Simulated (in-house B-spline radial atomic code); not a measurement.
## Ionising Ar6+ with different functionals

Computed with a radial B-spline atomic code at the basis-set limit: four-component Dirac-Coulomb Hamiltonian, Fermi nucleus of rms radius 3.4274 fm, spin-restricted, spherical fractional occupations for the functionals, and exact exchange of hybrids averaged over the configuration. The ionisation energy is the difference of two self-consistent energies, [Ne] 3s2 → [Ne] 3s1, without Breit or QED terms; ε is the level of the shell that loses the electron (mean over j).

```
   method                    rung  ΔSCF (eV)  -ε(3s) (eV)
    B3LYP           global hybrid     125.07       117.76
     PBE0           global hybrid     124.67       117.94
    wB97X  range-separated hybrid     124.84       120.73
CAM-B3LYP  range-separated hybrid     125.02       119.68
```

(1) Among the functionals, which spreads more, the ΔSCF values or the orbital energies?

(2) How do they compare with the NIST value?

Answers

(1) The orbital energies: ΔSCF values span about 0.40 eV and the orbital energies 2.97 eV; here energy differences depend much less on the functional than eigenvalues do.

(2) NIST lists 124.41 eV ± 0.06 (semi-empirical, ground level to ground level). Errors run from +0.26 to +0.66 eV; PBE0 is closest (+0.26 eV), but part of that can be cancellation, since the calculations leave out Breit-QED terms, spin polarisation, the near-degeneracy of s² and p².
